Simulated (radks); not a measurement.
Values are calculated unless marked as measured or tabulated.
Neutral silver, [Kr] 4d10 5s1. Code: a radial shooting solver on a logarithmic mesh with Libxc functionals. Model: non-relativistic Kohn-Sham, exchange-only PBE, spin-polarised, spherical densities, point nucleus. Every spin shell is full or empty, so the densities are truly spherical. Functionals are evaluated on that one density, not self-consistently. Rank these orbital-free kinetic functionals by their error against the exact value of the orbitals, and give that value: Thomas-Fermi, TF + vW, TF + vW/9, TF + vW/5, LC94, Perdew 92, Thakkar, Pearson, LKT, PG1, DePristo-Kress.

Answer. Exact: 5197.11 hartree. From best to worst, with 100 (|E| - |E exact|)/|E exact| (equal figures are ties): LC94 +0.07, DePristo-Kress -0.08, Thakkar -0.54, Perdew 92 -0.67, TF + vW/9 -0.68, Pearson -0.93, TF + vW/5 +3.09, Thomas-Fermi -5.39, PG1 +15.45, LKT +19.65, TF + vW +37.02.
